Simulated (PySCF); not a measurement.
**Vibration and rotation of Cs2**

RHF-CCSD(T) constants of Cs2, ¹Σg⁺ (singlet), closed shell (basis Cs def2-SVP with ECP46; scalar-relativistic core potentials; PySCF 2.14; masses 132.9054 and 132.9054 u):

- ωe: 36.3 cm⁻¹
- ωexe: 0.0561 cm⁻¹
- Be: 0.011051 cm⁻¹
- αe: 2.23e-05 cm⁻¹
- D (centrifugal): 4.1e-09 cm⁻¹
- De to Cs + Cs: 0.355 eV

(1) Estimate the standard entropy (1 bar) and heat capacity of the ideal gas at 500 K, rigid rotor with B0 and harmonic oscillator at the fundamental.

Correlated steps freeze no core orbitals. The bond is weak. Basis-set superposition, not corrected here, can be much of De in a small basis, most of all at correlated wavefunction levels. Spin–orbit coupling is left out. Where the molecule has an RHF reference, its open-shell atoms are computed with UHF.

## Answers

(1) Translation (Sackur–Tetrode, M = 265.81 u): 189.2 J/(mol K). Rotation: q = kT/(σB0) = 15700 with σ = 2, 88.7. Vibration: x = hcν0/kT = 0.104, 27.13. S° = 305.0 J/(mol K); Cp = 7R/2 + 8.31 = 37.4 J/(mol K).
